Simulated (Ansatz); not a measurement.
Ansatz (an electronic-structure program) input (MP2/6-311+G**): The .json file is the Basis Set Exchange's 6-311+G**.

Ansatz 0.2 input:
```yaml
crystal:
  periodic: [false, false, false]
  atoms:
    - {symbol: Ca, position_ang: [-0.00000000, -0.00000000, -1.12308380]}
    - {symbol: Cl, position_ang: [0.00000000, 0.00000000, 1.32127506]}
basis:
  gaussian:
    orbitals: 6-311+G__.json
magnetization: {spin_polarized: true, initial_magnetization: 1}
correlation: {method: mp2, electrons: outside_noble_gas}
```

Task: What final total energy does it give?

Result: -1136.49015 Eh.
